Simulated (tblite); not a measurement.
Isomers of C6H13PS. Computed with GFN2-xTB (tblite): harmonic, unscaled wavenumbers at the GFN2-xTB geometry, gas phase. This tight-binding method is rough: wavenumbers can miss measured ones by several per cent, in bad cases by 10 to 20. Modes of hydrogen on phosphorus can be 10 to 20 % off. One conformer each.

Electronic energies: GFN2-xTB at the same geometries; isomer energies are rough at this level and their order can be wrong.

```tsv
SMILES	electronic energy, lowest = 0 (kcal/mol)
CP1(=S)CCCCC1	0.0
CSCPC1CCC1	49.8
C=C[P@@](C)(=S)C(C)C	30.9
```

Question: How do GFN2-xTB zero-point energies change the relative energies?

Answer: 
```tsv
SMILES	ZPE (kcal/mol)	of it from modes above 1550 cm⁻¹	electronic (kcal/mol)	with ZPE, lowest = 0 (kcal/mol)	lowest mode (cm⁻¹)	rings
CP1(=S)CCCCC1	111.8	55.2	0.0	0.0	100	1
C=C[P@@](C)(=S)C(C)C	108.5	58.4	30.9	27.6	53	0
CSCPC1CCC1	109.2	54.6	49.8	47.3	28	1
```

The zero-point energies span 3.3 kcal/mol, from `C=C[P@@](C)(=S)C(C)C` to `CP1(=S)CCCCC1`. The order is unchanged.

Question: What do entropy and thermal enthalpy add at 298.15 K and 1 bar (rigid rotor, harmonic oscillator, one conformer each)?

Answer: 
```csv
SMILES,point group,symmetry number,S (cal/(mol K)),H − H(0) (kcal/mol),ZPE + H − H(0) − TS (kcal/mol)
CP1(=S)CCCCC1,Cs,1,94.9,6.64,90.1
C=C[P@@](C)(=S)C(C)C,C1,1,106.1,8.06,85.0
CSCPC1CCC1,C1,1,104.6,7.26,85.3
```
